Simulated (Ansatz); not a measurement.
Consider the cleavage of the Al–Ga bond: `[CH3][Al]([GaH2])[Br]` + H₂S → `[CH3][Al]([SH])[Br]` + `[GaH3]`.

Program: Ansatz. Geometries: PBE0-D4/def2-TZVP. ΔE: electronic, gas phase. CCSD(T)/CBS adds triple-zeta CCSD(T) − MP2 to the extrapolated MP2 energy (def2 sets, frozen cores). This one scheme is used for every species. For Br, Ga outer-core shells are correlated without core-valence functions, which leaves a few kJ/mol of doubt a bond. Scalar relativity is left out up to krypton. Each species was taken in one conformer, which may not be the lowest.

```json
{"species": "`[CH3][Al]([GaH2])[Br]`", "CCSD(T)/def2-TZVPP energy (Eh)": "-4779.27091"}
{"species": "H₂S", "CCSD(T)/def2-TZVPP energy (Eh)": "-398.93111"}
{"species": "`[CH3][Al]([SH])[Br]`", "CCSD(T)/def2-TZVPP energy (Eh)": "-3253.00768"}
{"species": "`[GaH3]`", "CCSD(T)/def2-TZVPP energy (Eh)": "-1925.22801"}
```

**Question.** Work out ΔE.

**Answer.** ΔE = (-3253.00768) + (-1925.22801) − (-4779.27091) − (-398.93111) = -0.03367 Eh = -88.4 kJ/mol. CCSD(T)/CBS gives -88.3 kJ/mol.

Largest T1 diagnostic among the species: 0.013.

From PBE to PBE0 (25 % exact exchange), in def2-TZVPP and without D4, ΔE moves by −5.1 kJ/mol. Leaving LDA and LC-ωPBE aside and taking each functional with its dispersion term where it has one, the values, not all of them listed here, spread over 20.0 kJ/mol, from B97M-V to PBE-D4. LDA lies −3.5 kJ/mol from PBE without D4.
